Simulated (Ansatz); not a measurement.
Frontier orbitals of `S[SiH](Cl)[SeH]`.

```xyz
7

S    -0.446   -0.933   -1.558
Si    0.426    0.430   -0.184
Cl    2.407   -0.093   -0.156
Se   -0.553    0.377    1.855
H    -1.699   -0.538   -1.272
H     0.335    1.845   -0.605
H    -0.469   -1.089    1.920
```

Total charge 0; spin multiplicity 1. Correlated methods include outer-core shells of Se, which these sets cover unevenly. Scalar relativity is left out up to krypton. The structure was optimised at the PBE0-D4/def2-TZVP level. It is one conformer, not always the lowest. Basis def2-TZVPP, Ansatz.

```json
{"functional": "PBE", "HOMO (eV)": "-6.30", "LUMO (eV)": "-1.55", "gap (eV)": "4.75"}
{"functional": "r2SCAN", "HOMO (eV)": "-6.59", "LUMO (eV)": "-1.30", "gap (eV)": "5.29"}
{"functional": "B97M-V", "HOMO (eV)": "-6.66", "LUMO (eV)": "-1.32", "gap (eV)": "5.34"}
{"functional": "PBE0", "HOMO (eV)": "-7.46", "LUMO (eV)": "-0.67", "gap (eV)": "6.79"}
{"functional": "HSE06 (plane-wave form)", "HOMO (eV)": "-7.07", "LUMO (eV)": "-1.04", "gap (eV)": "6.03"}
{"functional": "ωB97M-V", "HOMO (eV)": "-9.59", "LUMO (eV)": "1.27", "gap (eV)": "10.86"}
{"functional": "HF", "HOMO (eV)": "-10.04", "LUMO (eV)": "2.72", "gap (eV)": "12.76"}
```

From PBE to PBE0 the HOMO moves by −1.16 eV and the LUMO by +0.88 eV, and with ωB97M-V by −3.29 and +2.82 eV, so the gap grows from 4.75 to 10.86 eV with exact exchange. A positive LUMO is unbound and depends on the basis.
